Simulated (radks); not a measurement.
Values are calculated unless marked as measured or tabulated.
Species: Nb4+. Configuration: [Kr] 4d1 (the NIST ground configuration). Level of theory: scalar-relativistic Kohn-Sham, PBEsol, spin-polarised, spherical densities, finite nucleus; open shells are filled with parallel spins first (spin-orbit coupling, left out, can overturn this in heavy ions); Fermi nuclear charge, rms radius 4.324 fm (a radial shooting solver on a logarithmic mesh with Libxc functionals).

Radial electron density D(r) = 4 pi r^2 rho(r):

r (bohr),D(r) (e/bohr),spin D(r)
0.00463,10.54,-0.000129
0.005305,12.93,-0.000158
0.006078,15.73,-0.000192
0.006908,18.76,-0.000229
0.007914,22.40,-0.000273
0.009067,26.42,-0.000322
0.01031,30.49,-0.000372
0.01181,34.99,-0.000428
0.01342,39.20,-0.000484
0.01537,43.41,-0.000543
0.01761,47.06,-0.000604
0.02002,49.68,-0.000662
0.02293,51.34,-0.000730
0.02628,51.68,-0.000810
0.02986,50.80,-0.000904
0.03421,48.88,-0.00103
0.0392,46.48,-0.00118
0.04455,44.53,-0.00130
0.05104,43.63,-0.00130
0.05801,44.54,-0.000979
0.06646,47.67,0.0000929
0.07614,52.58,0.00257
0.08654,57.76,0.00704
0.09915,62.14,0.0152
0.1136,63.64,0.0280
0.1291,61.47,0.0451
0.1479,55.69,0.0689
0.1681,48.63,0.0951
0.1926,42.08,0.124
0.2207,38.97,0.149
0.2508,39.95,0.163
0.2873,43.76,0.161
0.3292,47.30,0.139
0.3741,47.49,0.101
0.4286,42.95,0.0521
0.4911,34.45,0.00991
0.5582,25.31,-0.00438
0.6395,17.20,0.0268
0.7268,12.53,0.111
0.8327,10.55,0.256
0.954,10.21,0.436
1.084,9.911,0.599
1.242,8.734,0.716
1.423,6.709,0.742
1.617,4.562,0.674
1.853,2.607,0.530
2.123,1.278,0.359
2.413,0.5716,0.217
2.765,0.2127,0.109
3.142,0.07436,0.0484
3.6,0.02121,0.0167
4.124,0.005085,0.00452
4.687,0.001081,0.00102
5.37,0.0001590,0.000156

D(r) has 3 maxima, at r = 0.0254, 0.112, 0.354 bohr, and minima at 0.0510, 0.228 bohr, inside which lie 2.03, 11.10 electrons.
